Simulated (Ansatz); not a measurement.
## Reading a saddle point

A first-order saddle point of SnH₅ClO₂, closed shell, PBE0-D4/def2-TZVP, with one imaginary mode of 201i cm⁻¹:

Sn1  (-0.524, 0.171, -1.083)
Cl2  (2.288, -0.765, -0.522)
H3  (-0.489, -1.172, -2.106)
H4  (-2.121, 0.525, -0.575)
H5  (0.326, 1.577, -1.468)
H6  (1.150, -0.608, 0.574)
O7  (0.037, -0.479, 0.870)
O8  (-0.123, 0.602, 1.784)
H9  (-0.545, 0.148, 2.526)
(Å)

Computed with Ansatz 0.2.0 (basis: def2-TZVPP and def2-QZVPP); correlated methods freeze the cores. Filled d shells of the heavier atoms are correlated. Core potentials replace the inner electrons of the atoms past krypton. The def2 sets are not built for correlating such inner shells, so the correlated values are less sure here. Extrapolation: Hartree–Fock as exp(−7.88 √X), correlation as X^−2.97.

Q: Which contacts change along the imaginary mode, and what lies on either side? (Judge from chemistry; the calculation decides.)

A: The calculation gives: The step is SnH₃Cl ([Cl][SnH3]) + H₂O₂ ([OH][OH]) → SnH₄O₂ ([OH][O][SnH3]) + HCl, with the molecules in contact on both sides. Shortening one way: Sn1–O7, Cl2–H6; lengthening the same way: Sn1–Cl2, H6–O7.
| pair | one side (Å) | saddle (Å) | other side (Å) |
| --- | --- | --- | --- |
| Sn1–O7 | 3.77 | 2.13 | 2.03 |
| Cl2–H6 | 2.31 | 1.59 | 1.32 |
| Sn1–Cl2 | 2.36 | 3.02 | 4.06 |
| H6–O7 | 0.97 | 1.16 | 1.69 |

Q: Which side is lower, and how far does the saddle lie above each? (To be estimated.)

A: By the calculation: The side with Sn1–Cl2, H6–O7 short is lower by 16.74 kcal/mol; the saddle lies 22.90 kcal/mol above it and 6.17 kcal/mol above the other (CCSD(T) at an estimated basis limit (MP2 extrapolated from triple and quadruple zeta, plus CCSD(T) − MP2 in triple zeta); electronic energies).

The T1 diagnostic stays at or below 0.014.

Labels in which every atom is bracketed show which atoms are joined, not bond orders.

For scale, one of the runs: CCSD(T)/def2-TZVPP, 224 basis functions, launched by `ansatz run in.yaml --threads 4 --pin off --events-out ev --progress --plain --max-ram 9574MiB`. Time: 78 s of wall clock on 4 CPU threads of an Intel Xeon Platinum 8375C; the host was shared. Peak host memory: 4.1 GiB.
